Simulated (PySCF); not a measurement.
Ions at one geometry of Y(SH)3

PySCF 2.14.0, RKS PBE0, Y def2-SVP with ECP28, S def2-SVP, H def2-SVP; non-relativistic Hamiltonian with scalar-relativistic core potentials where named; density fitting; no spin-orbit coupling; singlets restricted, open shells unrestricted. The geometry is relaxed for charge 0, singlet, vacuum:

```xyz
7

Y     0.0191    0.0115    0.7500
S     2.5281    0.4500    0.7573
H     2.8083   -0.8759    0.7997
S    -1.6623    1.9236    0.7735
H    -0.6975    2.8747    0.7337
S    -0.8542   -2.3782    0.7194
H    -2.1416   -1.9599    0.8023
```

Energies count from the relaxed state; an electron taken off or put on is at rest in vacuum. Charges and spins are Mulliken's.

```
                     state  energy (eV)  spin squared  charge on Y1 (e)  spin on Y1 (e)  dipole about the centre of mass (D)
 charge 0, singlet, vacuum         0.00          0.00              0.73            0.00                                 0.11
charge -1, doublet, vacuum        -1.03          0.75              0.08            1.07                                 0.06
```

**Question.** What does the state charge +1, doublet, vacuum give?

**Answer.** energy (eV) 9.21, spin squared 0.77, charge on Y1 (e) 0.92, spin on Y1 (e) -0.11, dipole about the centre of mass (D) 0.17.

With an electron taken off (doublet) the charges change, summed by element, by Y +0.19 e, S +0.66 e, H +0.15 e. The vertical ionisation energy is 9.21 eV, against −ε(HOMO) = 7.50 eV of the relaxed state. The level lies 1.7 eV too high, as is usual for semilocal functionals and global hybrids, which keep a self-interaction error.

With an electron put on (doublet) the charges change, summed by element, by Y -0.65 e, S -0.22 e, H -0.13 e. The vertical electron affinity is 1.03 eV, against −ε(LUMO) = 2.40 eV of the relaxed state. The basis has no diffuse functions, which an added electron needs. The added electron's level lies above zero.

Open shells may have lower solutions than those found.
